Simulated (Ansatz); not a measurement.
Correlation energies of Cl2H7HfNOSi2 by basis set

```xyz
14

O     1.181   -0.057   -2.468
Hf   -0.465    0.255   -1.593
Cl   -1.157    2.481   -1.946
Cl   -2.066   -1.327   -2.296
N    -0.008   -0.033    0.368
Si    1.537   -0.456    1.040
Si   -1.405    0.205    1.366
H     1.942   -0.185   -3.026
H     1.407   -0.556    2.520
H     2.005   -1.763    0.510
H     2.555    0.577    0.716
H    -1.243    1.329    2.322
H    -2.484    0.552    0.386
H    -1.799   -1.021    2.104
```

Total charge 0; spin multiplicity 1. Correlated methods include outer-core shells of Hf, which these sets cover unevenly. Hf: def2 effective core potential. The bonds changed during the relaxation, so this is another structure than the one it started from. All single points use the PBE0-D4/def2-TZVP geometry. It is one conformer, not always the lowest. Frozen core, restricted reference, the Gaussian-basis code of Ansatz.

```tsv
basis	HF (Eh)	MP2 corr.
def2-SVP	-1677.48533	-1.04682
def2-TZVPP	-1678.18834	-1.40306
def2-QZVPP	-1678.23918	-1.54309
```

Task: Estimate the CCSD correlation energy and the (T) correction in each basis where they were run (hartree).

Result: 
| basis | CCSD corr. | (T) |
| --- | --- | --- |
| def2-SVP | -1.11150 | -0.03272 |
| def2-TZVPP | -1.46631 | -0.06185 |
